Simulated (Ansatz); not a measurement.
```xyz
2

O     0.0000    0.0000   -0.6417
O     0.0000    0.0000    0.6417
```

Basis set: 6-31G* (spherical functions). Frozen core: 2 orbitals. Charge 0, multiplicity 3.

Computed with Ansatz (development build ahead of 0.2.0); each method stands on the lowest determinant of its kind that the runs found.

**Question.** Give the atomization energy at this shape (free ground-state atoms in the same class of orbitals less the molecule, no zero-point energy) of triplet O2 by UHF-MP2, UHF.

**Answer.**

```
 method  atomization energy
UHF-MP2             4.44 eV
    UHF             0.78 eV
```

Caution: the shape is not the minimum.
